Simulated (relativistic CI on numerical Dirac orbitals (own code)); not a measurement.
**Hf3+: L2,3 absorption edge**

Computed with this model: Dirac-Coulomb-Breit CI, orbitals from a KLI potential per configuration, model QED (radiative potential, 1s self-energy scaled to tabulated hydrogen-like ionisation energies), multiplet model of core-to-valence dipole absorption, unscaled Slater integrals; configurations [Xe] 4f14 5d → [He] 2s2 2p5 3s2 3p6 3d10 4s2 4p6 4d10 4f14 5s2 5p6 5d2; 300 K; Lorentzian 3 eV and Gaussian 1 eV FWHM. Energies are those of the free ion, without screening or charge transfer. The branching ratio is the share of the lower-energy edge in the whole absorption, uncertain by about 0.02 where the edges overlap. S is read from ⟨S²⟩ = S(S + 1).

Field parameters in Wybourne normalisation: D3d B²₀ = −7Dσ, B⁴₀ = −14Dq − 21Dτ, B⁴₃ = −14√(10/7) Dq; D4h B²₀ = −7Ds, B⁴₀ = 21(Dq − Dt), B⁴₄ = 21√(5/14) Dq; Oh B⁴₀ = 21Dq, B⁴₄ = √(5/14) B⁴₀. The field is a parameter set, without covalency.

free ion: ground-state S = 0.50, centroid 9848.48 eV, branching ratio 0.756. Peaks (eV, height): 9561.0 (100), 10738.5 (32).

D4h, 10Dq = 18500, Ds = -140, Dt = -340 cm⁻¹: ground-state S = 0.50, centroid 9881.12 eV, branching ratio 0.728. Peaks (eV, height): 9561.0 (100), 10738.5 (36).

Oh, 10Dq = 37750 cm⁻¹: ground-state S = 0.50, centroid 9884.32 eV, branching ratio 0.726. Peaks (eV, height): 9558.5 (96), 9563.0 (100), 10737.0 (40), 10742.0 (32).

D3d, 10Dq = 13300, Dσ = -110, Dτ = 210 cm⁻¹: ground-state S = 0.50, centroid 9880.92 eV, branching ratio 0.728. Peaks (eV, height): 9561.0 (100), 10738.5 (35).

D3d, 10Dq = 27450, Dσ = -570, Dτ = -410 cm⁻¹: ground-state S = 0.50, centroid 9882.88 eV, branching ratio 0.727. Peaks (eV, height): 9562.0 (100), 10738.0 (38).

The statistical ratio of this edge is 2/3 = 0.667. Values above it arise where the holes sit mainly in the j = l + 1/2 valence subshell or the ground state has high spin; values below it where core-valence Coulomb terms move weight to the upper edge, as in nearly empty shells. At deep edges of heavy elements the radial integrals of the two core levels differ, which raises the baseline.

Strongest unbroadened transitions for D4h, 10Dq = 18500, Ds = -140, Dt = -340 cm⁻¹:

```
Energy (eV)  Relative strength
    9558.44               33.0
    9558.47               29.0
    9558.79               39.1
    9558.82               31.2
    9559.02               40.7
    9559.87               42.2
    9559.94               61.7
    9560.94               42.1
    9561.00              100.0
    9561.06               51.5
    9562.23               48.0
    9562.33               38.4
    9562.51               38.5
   10737.74               68.6
   10737.82               59.1
   10739.19               24.0
   10740.78               27.6
   10741.48               29.4
```
